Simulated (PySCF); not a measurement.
Dipole response of Ga(2+) (gallium, charge +2)

[Ar] 3d10 4s1, 2S determinant. Calculation: PySCF 2.14, in aug-cc-pVTZ-PP with one added diffuse shell each of s, d, f type with ECP10MDF (7s5p5d3f, 68 functions); scalar relativity through the core potential. Coupled (time-dependent) response in atomic units; α is the mean over directions.

```
   method  mean α (bohr³)  C₆ (like pair)  S(−4)
      UHF           12.10           35.70  136.0
      PBE           9.321           26.01  73.16
     PBE0           9.886           27.82  84.58
     BP86           9.302           25.97  72.62
CAM-B3LYP           9.397           26.03  75.82
```

S(−4) is the Cauchy moment in α(ω) = α(0) + S(−4) ω² + …

α(iu) at PBE0:

```tsv
u (hartree)	α(iu) (bohr³)
0	9.886
0.0500	9.680
0.100	9.114
0.200	7.439
0.300	5.788
0.500	3.589
0.750	2.250
1.00	1.578
1.50	0.9314
2.00	0.6237
3.00	0.3362
5.00	0.1408
```

A single London oscillator, α(iu) = α/(1 + u²/ω²), gives C₆ = (3/4) ω α². Matching the computed C₆ needs ω = 4 × 27.82 / (3 × 9.886²) = 0.380 hartree.

For an ion, C₆ is the dispersion term alone; charge-induced terms of lower order in 1/R come first.

Energies and moments cover only the electrons outside the core potential.
